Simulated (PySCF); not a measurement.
Predicted microwave data (PBE0/def2-SVPD in PySCF (dipole) on a GFN2-xTB geometry, gas phase) for one isomer of C6H10OS:

* Rotational constants: A = 3502, B = 822.2, C = 727.5 MHz
* Dipole components: |μa| = 3.13 D, |μb| = 3.16 D, |μc| = 1.22 D
* Inertial defect: -64.31 u·Å²
* κ: -0.93

Task: Which structure is it? (One computed conformer of each.)
A. `[CH3:1][O:2][C:3](=[S:4])[CH2:5][CH:6]1[CH2:7][CH2:8]1` with C1–O2–C3–S4 1°, O2–C3–C5–C6 80°, C3–C5–C6–C7 148°
B. `[CH3:1][C@@H:2]1[CH2:3][CH2:4][CH:5]=[CH:6][S@:7]1=[O:8]` with C1–C2–C3–C4 167°, C2–C3–C4–C5 46°, C3–C4–C5–C6 -7°, C5–C6–S7–O8 -136°
C. `[CH3:1][C:2]#[C:3][CH2:4][S@:5](=[O:6])[CH2:7][CH3:8]` with C3–C4–S5–O6 173°, C4–S5–C7–C8 178°
D. `[CH2:1]=[C:2]([CH3:3])[CH2:4][O:5][C:6]([CH3:7])=[S:8]` with C1–C2–C4–O5 -123°, C2–C4–O5–C6 177°, C4–O5–C6–C7 -2°
E. `[CH2:1]=[CH:2]/[C:3]([CH3:4])=[CH:5]/[S@@:6]([CH3:7])=[O:8]` with C1–C2–C3–C4 -2°, C3–C5–S6–C7 91°
F. `[CH3:1][S:2]/[C:3]([CH3:4])=[CH:5]/[C:6]([CH3:7])=[O:8]` with C1–S2–C3–C4 -179°, C3–C5–C6–C7 -179°

Result: D. It is C=C(C)COC(C)=S, a near-prolate asymmetric top, point group C1. The candidates at the same level (rigid rotor, commonest isotopes):

```
               SMILES  A (MHz)  B (MHz)  C (MHz)  μa (D)  μb (D)  μc (D)  Δ (u·Å²)  point group                        rotor
     CS/C(C)=C/C(C)=O     3000     1001    761.5    2.26    3.00    0.02     -9.53      near Cs               asymmetric top
C=C/C(C)=C/[S@@](C)=O     3984    853.7    805.6    3.39    2.65    1.27    -91.50           C1  near-prolate asymmetric top
 C[C@@H]1CCC=C[S@]1=O     2385     1840     1133    4.12    2.21    0.43    -40.46           C1               asymmetric top
        COC(=S)CC1CC1     3051     1047    896.0    0.27    2.26    0.21    -84.43           C1               asymmetric top
       C=C(C)COC(C)=S     3502    822.2    727.5    3.13    3.16    1.22    -64.31           C1  near-prolate asymmetric top
      CC#CC[S@](=O)CC     2867    900.3    729.2    3.66    2.39    0.46    -44.57           C1               asymmetric top
```

`CC#CC[S@](=O)CC` has A 18 % too low; `COC(=S)CC1CC1` has B 27 % too high; `C=C/C(C)=C/[S@@](C)=O` has A 14 % too high; `C[C@@H]1CCC=C[S@]1=O` has B 124 % too high; `CS/C(C)=C/C(C)=O` has B 22 % too high. No structure here is proved a minimum.
